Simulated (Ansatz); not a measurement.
Basis sets compared for the cluster ScAu4⁺. The state is a singlet with charge 1. Geometry B3LYP-D4/def2-SVP. Ansatz on 4 threads of Intel Xeon 6975P-C on a shared host; times are rough, and most runs start from earlier orbitals.

```csv
atom,x (Å),y (Å),z (Å)
Sc1,-0.351,0.363,-0.703
Au2,0.643,0.685,1.775
Au3,-0.355,-1.660,1.070
Au4,1.016,2.515,-0.406
Au5,-0.954,-1.903,-1.736
```

In the def2 sets Au takes a core potential; there is no spin–orbit coupling. The structure comes from a short search, and lower isomers may exist.

```json
{"level": "PBE-D4/def2-SVP", "functions": "159", "energy (Eh)": "-1303.4233", "HOMO (eV)": "-10.02", "LUMO (eV)": "-8.81", "wall time": "2.2 s"}
{"level": "PBE0-D4/def2-SVP", "functions": "159", "energy (Eh)": "-1303.2376", "HOMO (eV)": "-10.57", "LUMO (eV)": "-7.95", "wall time": "3.8 s"}
```

**Question.** Estimate the rows for PBE-D4/def2-TZVP (with forces), PBE0-D4/def2-TZVP.

**Answer.** 
```json
{"level": "PBE-D4/def2-TZVP (with forces)", "functions": "205", "energy (Eh)": "-1303.5501", "HOMO (eV)": "-9.98", "LUMO (eV)": "-8.77", "wall time": "3.7 s"}
{"level": "PBE0-D4/def2-TZVP", "functions": "205", "energy (Eh)": "-1303.3640", "HOMO (eV)": "-10.51", "LUMO (eV)": "-7.90", "wall time": "5.5 s"}
```
